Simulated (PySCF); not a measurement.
Harmonic spectrum computed at PBE0 in the def2-TZVP basis family (core potentials from Rb on, PySCF, no spin–orbit coupling):

```
symmetry  ω (cm⁻¹)  IR (km/mol, summed over degenerate members)
      πu        91                                         13.6
     σg+       388                                          0.0
     σu+       505                                         41.7
```

Problem. Which molecule gave it? In each, all ligands are bound to the one heavy central atom.
A. InCl₂⁺ (singlet)
B. TlCl₂⁺ (singlet)
C. SbCl₂⁺ (singlet)
D. AlCl₂⁺ (singlet)
E. ICl₂⁺ (singlet)

Solution. A. It has D∞h symmetry with In–Cl 2.203 Å (×2).
